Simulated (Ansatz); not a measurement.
Complex (SMILES): F (HF) with FCl (F-Cl), atoms 1 to 2 the first; geometry from B3LYP-D3(BJ)/def2-TZVP, monomers rigid:
```xyz
4

F      0.3477     0.0277    -0.4961
H     -0.5669     0.0474    -0.3400
F     -2.4822     0.0933    -0.3591
Cl    -3.1336     0.1260    -1.8747
```

Interaction energy at B3LYP with Ansatz (a first-principles code), kcal/mol, without and with the counterpoise correction (monomers among the partner's ghost functions). Cartesian d functions, on some or all atoms, in 6-31+G*; all else is spherical. The program fits the integrals of some runs and decomposes those of others, by size. No added dispersion term, no relativity. Reference, counterpoise-corrected: the value in aug-pcseg-3, -1.86.

```tsv
basis	functions	uncorrected
pcseg-0	33	-6.38
6-31+G*	63	-2.62
6-311++G(2d,2p)	99	-2.28
def2-TZVP	105	-2.30
6-311++G(3df,3pd)	143	-2.29
def2-QZVPP	214	-2.04
def2-QZVPPD	244	-1.87
aug-pcseg-3	308	-1.88
```

Task: How large is the counterpoise correction in each set?

Result: pcseg-0 3.37, 6-31+G* 0.54, 6-311++G(2d,2p) 0.52, def2-TZVP 0.44, 6-311++G(3df,3pd) 0.46, def2-QZVPP 0.16, def2-QZVPPD 0.01, aug-pcseg-3 0.02 kcal/mol. The corrected value lies nearer the reference in 8 of 8 rows.
